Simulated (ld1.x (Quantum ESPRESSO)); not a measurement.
## Reading a pseudo-wave (technetium (Tc))

Columns: radius, all-electron u(r) and pseudo u(r) of the 5p shell (level -1.40 eV) of technetium in the configuration [Kr] 4d5 5s2 5p0; PBE, scalar-relativistic, RRKJ scheme, ld1.x (Quantum ESPRESSO) 7.5.

```csv
r (bohr),all-electron,pseudo
0.130,0.0334,-0.0020
0.260,-0.1069,-0.0078
0.390,-0.0828,-0.0168
0.520,0.0235,-0.0285
0.650,0.1219,-0.0419
0.780,0.1792,-0.0565
0.910,0.1932,-0.0718
1.040,0.1730,-0.0876
1.170,0.1299,-0.1043
1.300,0.0737,-0.1222
1.430,0.0118,-0.1420
1.560,-0.0509,-0.1643
1.690,-0.1115,-0.1895
1.820,-0.1680,-0.2176
1.950,-0.2196,-0.2481
2.080,-0.2661,-0.2804
2.210,-0.3072,-0.3131
2.340,-0.3432,-0.3450
2.470,-0.3744,-0.3746
2.600,-0.4010,-0.4010
2.730,-0.4234,-0.4234
2.860,-0.4419,-0.4419
2.990,-0.4568,-0.4568
3.120,-0.4685,-0.4685
3.250,-0.4772,-0.4772
3.380,-0.4832,-0.4832
```

Q: How many radial nodes do the two functions have?

A: The all-electron 5p function has n − l − 1 = 3; the pseudo-wave has 0, since the states of the same l below it are removed with the core.

Q: At about which radius was the pseudo-wave matched?

A: 2.60 bohr, where the columns begin to agree (steps of 0.13 bohr).

Q: Is the pseudo-wave norm-conserving?

A: Yes: the RRKJ scheme keeps the norm inside the radius equal to the all-electron one, which fixes the energy derivative of the logarithmic derivative at the level.
